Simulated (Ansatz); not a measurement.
`CN[SiH](O)O` + HBr → `CN[SiH](O)Br` + H₂O  (ligand exchange at the Si–O bond)

Program: Ansatz. Geometries: PBE0-D4/def2-TZVP. ΔE: electronic, gas phase. CBS: MP2 limit from def2 TZ/QZ plus the TZ coupled-cluster correction, frozen cores. This one scheme is used for every species. DFT in def2-TZVPP. For Br outer-core shells are correlated without core-valence functions, which leaves a few kJ/mol of doubt a bond. Scalar relativity is left out up to krypton. One conformer a species, not always the lowest.

CCSD(T)/CBS gives +1.4 kcal/mol.

Another level gave +1.2 kcal/mol. Which?
A. PBE/def2-TZVPP
B. CCSD/def2-TZVPP
C. HF/def2-TZVPP
D. r2SCAN/def2-TZVPP

A. PBE 1.2, r2SCAN 2.5, CCSD/def2-TZVPP 3.6, HF/def2-TZVPP 5.0 kcal/mol.

Largest T1 diagnostic among the species: 0.011.

The D4 term adds −1.3 kcal/mol with B3LYP and −0.7 kcal/mol with PBE0; it sums over pairs of atoms, weighted by their polarisabilities, and B3LYP, whose exchange is more repulsive, gets the larger term. In def2-TZVPP, CCSD(T) changes the Hartree–Fock value by −1.9 kcal/mol (the triples alone add −0.5 kcal/mol) and MP2 by −3.3 kcal/mol.

B3LYP here is the variant with VWN-RPA as its local correlation; programs differ in this.
